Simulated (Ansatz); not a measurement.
Consider the redistribution: `NCB(O)Cl` + `C[Si](C)(C)N` → `CB(Cl)CN` + `C[Si](C)(N)O`.

Calculated with Ansatz (gas phase, PBE0-D4/def2-TZVP geometries, no zero-point term in ΔE). CCSD(T)/CBS adds triple-zeta CCSD(T) − MP2 to the extrapolated MP2 energy (def2 sets, frozen cores). Functionals use def2-TZVPP. One conformer a species, not always the lowest.

```csv
level,ΔE (kJ/mol)
r2SCAN-D4,7.0
SCS-MP2/def2-TZVPP,8.0
```

Task: What does CCSD(T)/CBS give? (Estimate.)

Result: The calculation gave: +6.4 kJ/mol. The listed levels differ from it by 0.6, 1.6 kJ/mol.

Largest T1 diagnostic among the species: 0.011.

In def2-TZVPP, CCSD(T) changes the Hartree–Fock value by +6.8 kJ/mol (the triples alone add +1.4 kJ/mol) and MP2 by +5.4 kJ/mol.
